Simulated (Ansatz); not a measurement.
`[CH3][In-]([CH3])([SH2+])[Cl]`, 13 atoms. Charge 0, multiplicity 1. Correlated methods include outer-core shells of In, which these sets cover unevenly. In takes the def2 core potential. All runs use 4 threads of an Arm Neoverse V1 on a shared host. Correlated methods freeze the cores.

Task: Give the basis size and wall time and peak host memory of each of these runs in Ansatz. direct RPA on PBE orbitals/def2-TZVPP energy; RKS B3LYP-D4/def2-TZVPP energy and forces; RKS PBE0-D4/def2-SVP energy; RKS B97M-V/def2-TZVPP energy; RKS ωB97M-V/def2-SVP energy; RHF-CCSD(T)/def2-SVP energy; RKS PBE0-D4/def2-TZVP relaxation (39 steps); RKS CAM-B3LYP-D4/def2-TZVPP energy; RKS PBE0-D4/def2-QZVPP energy; RHF-MP2/def2-QZVPP energy; RKS r2SCAN-D4/def2-TZVPP energy and forces; RHF-MP2/def2-TZVPP energy. (Best estimate.)

Result: Computed: Other jobs shared the machine, so times are rough.

```
                                level                    job  functions  wall time  peak host memory (GiB)
                 RKS PBE0-D4/def2-SVP                 energy        130      2.2 s                    0.56
                   RHF-MP2/def2-TZVPP                 energy        308        8 s                    0.95
          RKS CAM-B3LYP-D4/def2-TZVPP                 energy        308      8.5 s                     1.3
                 RKS ωB97M-V/def2-SVP                 energy        130      9.5 s                    0.56
             RKS r2SCAN-D4/def2-TZVPP      energy and forces        308       11 s                    0.54
              RKS B3LYP-D4/def2-TZVPP      energy and forces        308       11 s                     1.2
direct RPA on PBE orbitals/def2-TZVPP                 energy        308       13 s                    0.96
                RKS B97M-V/def2-TZVPP                 energy        308       18 s                    0.63
               RKS PBE0-D4/def2-QZVPP                 energy        576       19 s                     2.9
                 RHF-CCSD(T)/def2-SVP                 energy        130       20 s                    0.88
                   RHF-MP2/def2-QZVPP                 energy        576       62 s                     4.4
                RKS PBE0-D4/def2-TZVP  relaxation (39 steps)        234    4.4 min                    0.82
```

B3LYP here is the variant with VWN-RPA as its local correlation; programs differ in this.
